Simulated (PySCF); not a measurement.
# Correlation energy of Rh²⁺ (rhodium, charge +2)

Starting occupation: [Kr] 4d7, 4d3/2 with m_j = -3/2, -1/2, +1/2, +3/2, 4d5/2 with m_j = +1/2, +3/2, +5/2. Computed with PySCF 2.14 in x2c-SVPall-2c, with X2C-1e with screened-nucleus spin-orbit coupling, Gaussian nucleus. Frozen: [Ar] 3d10; 15 electrons correlated; the 6 highest virtual spinors left out.

MP2 pair energies summed by pair of shells (mhartree):

| pair | energy | share (%) |
| --- | --- | --- |
| 4d-4p | -127.74 | 40.0 |
| 4d-4d | -118.77 | 37.2 |
| 4p-4p | -45.79 | 14.3 |
| 4p-4s | -14.07 | 4.4 |
| 4d-4s | -10.14 | 3.2 |
| 4s-4s | -2.66 | 0.8 |

Total MP2 correlation energy: -319.18 mhartree.

The GHF reference relaxed away from the jj start to a determinant that is no pure jj level (⟨S²⟩ = 3.71, ⟨J²⟩ = 24.76); the energies belong to that determinant.

This basis was not built for core-valence correlation, so the inner-shell part is incomplete.
